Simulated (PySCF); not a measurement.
A side-by-side comparison of computed properties.

First species: C3H4F2.
Z-matrix (Å and degrees, PBE0-D3(BJ)/def2-SVP geometry), rows numbered from 1:
```
F 
C   1  1.3306
C   2  1.3295  1  122.64
C   3  1.4894  2  124.56  1    -0.10
F   4  1.3751  3  110.47  2   128.96
H   2  1.0939  1  112.61  3  -179.50
H   3  1.0932  2  117.59  1  -179.41
H   4  1.1051  3  110.37  2  -111.94
H   4  1.1015  3  110.72  2     7.91
```

Second species: C4H8GeO2Si.
InChI=1S/C4H8GeO2Si/c1-7-4(6)8-3-2-5/h8H2,1,5H3

Levels: CAM-B3LYP/def2-SVPD for dipole moment, HOMO energy, LUMO energy, HOMO–LUMO gap, static isotropic polarisability and electronic spatial extent ⟨r²⟩ about the centre of nuclear charge; TDDFT CAM-B3LYP/def2-SVPD for lowest singlet excitation; PBE0-D3(BJ)/def2-SVP for rotational constant A and rotational constant C. Geometries: PBE0-D3(BJ)/def2-SVP. Each species is one conformer at its optimised geometry, gas phase, non-relativistic unless stated. Electronic properties by PySCF.

Dipoles, sizes and rotational constants follow the conformer. The torsions of the flexible species, by atom-mapped SMILES:
- `[F:1]/[CH:2]=[CH:3]\[CH2:4][F:5]`: C2–C3–C4–F5 129°
- `[CH3:1][O:2][C:3](=[O:4])[SiH2:5][C:6]#[C:7][GeH3:8]`: C1–O2–C3–O4 -1°, O2–C3–Si5–C6 -91°

Values for the first species:

| Item | Value |
| --- | --- |
| Dipole moment | 1.93 D |
| HOMO energy | -9.29 eV |
| LUMO energy | 0.87 eV |
| HOMO–LUMO gap | 10.16 eV |
| Lowest singlet excitation | 7.27 eV |
| Static isotropic polarisability | 39.9 au |
| Electronic spatial extent ⟨r²⟩ about the centre of nuclear charge | 472 bohr² |
| Rotational constant A | 14.239 GHz |
| Rotational constant C | 2.379 GHz |

(1) Estimate the same properties for the second species, and the change in each.

Answers

(1) 
```json
{"property": "dipole moment", "first": "1.93 D", "second": "1.95 D", "second less first": "+0.02 D"}
{"property": "HOMO energy", "first": "-9.29 eV", "second": "-9.09 eV", "second less first": "+0.20 eV"}
{"property": "LUMO energy", "first": "0.87 eV", "second": "0.12 eV", "second less first": "-0.75 eV"}
{"property": "HOMO–LUMO gap", "first": "10.16 eV", "second": "9.21 eV", "second less first": "-0.95 eV"}
{"property": "lowest singlet excitation", "first": "7.27 eV", "second": "5.06 eV", "second less first": "-2.21 eV"}
{"property": "static isotropic polarisability", "first": "39.9 au", "second": "114.1 au", "second less first": "+74.2 au"}
{"property": "electronic spatial extent ⟨r²⟩ about the centre of nuclear charge", "first": "472 bohr²", "second": "3165 bohr²", "second less first": "+2693 bohr²"}
{"property": "rotational constant A", "first": "14.239 GHz", "second": "2.366 GHz", "second less first": "-11.873 GHz"}
{"property": "rotational constant C", "first": "2.379 GHz", "second": "0.316 GHz", "second less first": "-2.063 GHz"}
```

On the first: No computed singlet falls in the visible range (750 to 380 nm, 1.65 to 3.26 eV); S1 lies 4.01 eV above its blue end. A dipole of 1.93 D is allowed in C1, and pure rotational transitions are dipole-allowed.

On the second: The principal polarisabilities are 94.1, 103.6 and 144.6 au; their mean is the isotropic value. In atomic units the dipole is 0.77 e·bohr (1 au = 2.5417 D). Relativistic effects, spin–orbit coupling among them, are left out although an element past zinc is present.
